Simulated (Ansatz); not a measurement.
Relaxation of (MgS)4 cube (Mg₄S₄) with RKS PBE0-D4/def2-SVP.

```sh
$ ansatz run in.yaml --threads 4 --pin off --events-out ev --progress --plain --max-ram 4787MiB
```

```yaml
crystal:
  periodic: [false, false, false]
  atoms:
    - {symbol: Mg, position_ang: [0.730770, -0.198670, 1.683840]}
    - {symbol: Mg, position_ang: [1.143550, 0.995350, -1.053450]}
    - {symbol: Mg, position_ang: [-1.625270, 0.866160, 0.133000]}
    - {symbol: Mg, position_ang: [-0.249190, -1.663000, -0.763240]}
    - {symbol: S, position_ang: [2.043360, -1.089110, -0.166970]}
    - {symbol: S, position_ang: [0.313410, 2.091090, 0.959630]}
    - {symbol: S, position_ang: [-1.437630, -1.251490, 1.324280]}
    - {symbol: S, position_ang: [-0.919000, 0.249660, -2.117080]}
basis:
  gaussian: {orbitals: def2-SVP}
hamiltonian: {xc: pbe0, dispersion: d4}
scf: {lower_state_search: "off"}
output: {orbitals: {seedname: orbitals}}
relax: {f_tol: 0.02, max_steps: 100}
```

Run time 13 s (4 threads of Arm Neoverse V2 on a shared host).

Positions (Å) and forces (eV/Å) at steps 1, 2, 4 of 4:

```xyz
8
step=1 energy=-65084.4729 eV
Mg    0.731   -0.199    1.684   -0.082    0.023   -0.192
Mg    1.144    0.995   -1.053   -0.131   -0.113    0.120
Mg   -1.625    0.866    0.133    0.187   -0.097   -0.017
Mg   -0.249   -1.663   -0.763    0.029    0.190    0.087
S     2.043   -1.089   -0.167    0.163   -0.086   -0.013
S     0.313    2.091    0.960    0.024    0.162    0.074
S    -1.438   -1.251    1.324   -0.117   -0.102    0.109
S    -0.919    0.250   -2.117   -0.072    0.022   -0.168
8
step=2 energy=-65084.4560 eV rejected
Mg    0.708   -0.193    1.632    0.147   -0.038    0.335
Mg    1.108    0.965   -1.021    0.227    0.199   -0.208
Mg   -1.575    0.839    0.129   -0.324    0.175    0.026
Mg   -0.242   -1.611   -0.739   -0.049   -0.334   -0.154
S     2.079   -1.108   -0.170   -0.171    0.090    0.014
S     0.319    2.127    0.976   -0.027   -0.174   -0.080
S    -1.463   -1.274    1.348    0.120    0.104   -0.111
S    -0.935    0.255   -2.154    0.076   -0.021    0.177
8
step=4 energy=-65084.4895 eV
Mg    0.722   -0.196    1.664   -0.001    0.000   -0.002
Mg    1.130    0.984   -1.041   -0.001   -0.001    0.001
Mg   -1.606    0.856    0.131    0.002   -0.001    0.000
Mg   -0.246   -1.643   -0.754    0.000    0.002    0.001
S     2.060   -1.098   -0.168   -0.002    0.001    0.000
S     0.316    2.108    0.967    0.000   -0.003   -0.001
S    -1.450   -1.262    1.336    0.002    0.002   -0.002
S    -0.926    0.252   -2.135    0.001    0.000    0.003
```
